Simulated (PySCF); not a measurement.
Mg(OMe)(NH2) (CH₅MgNO), SMILES C[O][Mg][NH2]. Atoms are numbered in the order given.

```xyz
9

Mg     0.4105     0.1666     0.5095
O     -0.6714    -0.2723    -0.8286
C     -1.5078    -0.6121    -1.8709
H     -2.3033     0.1448    -2.0327
H     -0.9612    -0.7103    -2.8320
H     -2.0213    -1.5805    -1.6963
N      1.5601     0.6331     1.9322
H      1.9855    -0.0053     2.6007
H      1.8716     1.5707     2.1758
```
Charge 0, spin multiplicity 1.

Coordinates come from a B3LYP-D3(BJ)/def2-SVP optimisation. Other conformers were not sampled.

All values below come from PBE0/pcJ-1 run with PySCF.

Isotropic couplings with Fermi-contact, spin-dipole and both spin-orbit terms, one fixed conformer, no vibrational averaging. Isotopes: 13C, 14N, 1H.

Computed spin–spin coupling constants:
| pair | bonds apart | J (Hz) |
|---|---|---|
| C3–H4 | 1 | 133.1 |
| C3–H5 | 1 | 133.2 |
| C3–H6 | 1 | 133.1 |
| N7–H8 | 1 | 48.3 |
| N7–H9 | 1 | 48.3 |
| H4–H5 | 2 | -11.0 |
| H4–H6 | 2 | -11.2 |
| H5–H6 | 2 | -11.0 |
| H8–H9 | 2 | -9.6 |
